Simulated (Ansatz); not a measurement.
Cs₃H₃⁺, relaxed as a doublet with UKS PBE0-D4/def2-TZVP in Ansatz, starting from the GFN1-xTB geometry. Force threshold 0.02 eV/Å.

In the def2 sets Cs takes a core potential; there is no spin–orbit coupling. In the doublet, H5 and H6 lie 0.76 Å apart (atoms count from 1), so H2 has formed as a molecule. Another isomer (doublet) lies 0.08 eV lower at PBE0-D4/def2-TZVP; other spin states weren't run for this one.

Start:

```xyz
6

Cs    1.331   -0.512   -1.519
Cs   -1.249    1.177    1.183
Cs    2.419   -0.471    2.607
H     0.168   -1.307    0.977
H    -1.493    0.212   -1.553
H    -1.176    0.901   -1.694
```

| step | energy (eV) | largest force component (eV/Å) | SCF passes |
| --- | --- | --- | --- |
| 1 | -1688.8980 | 0.750 | 30 |
| 2 | -1689.1666 | 0.269 | 34 |
| 3 | -1689.2903 | 0.248 | 35 |
| 4 | -1689.3327 | 0.163 | 35 |
| 5 | -1689.3802 | 0.082 | 37 |
| 6 | -1689.4098 | 0.093 | 37 |
| 7 | -1689.4214 | 0.024 | 34 |
| 8 | -1689.4241 | 0.231 | 34 |
| 9 | -1689.4253 | 0.266 | 30 |
| 10 | -1689.4287 | 0.202 | 35 |
| 11 | -1689.4330 | 0.158 | 35 |
| 12 | -1689.4434 | 0.091 | 34 |
| 13 | -1689.4512 | 0.073 | 34 |
| 14 | -1689.4600 | 0.028 | 33 |
| 15 (rejected) | -1689.4273 | 0.516 | 34 |
| 16 | -1689.4624 | 0.015 | 34 |
| 17 | -1689.4629 | 0.013 | 30 |

Force components are those of the run's own axes.

End:

Cartesian coordinates in Å:
```
Cs 1.666 -1.116 -1.827
Cs -1.749 1.121 1.745
Cs 2.315 -0.819 2.722
H 0.372 -0.151 0.450
H -1.070 0.385 -1.263
H -1.533 0.580 -1.827
```

Bonds lost: Cs1–H6, Cs2–H6 (atoms count from 1).

The force fell under the threshold at step 16, but the optimiser went on. No frequencies were taken in this run, so the end may be a saddle point.

Hardware: 4 threads of Arm Neoverse N1 on a shared host. Wall time 1.7 min.
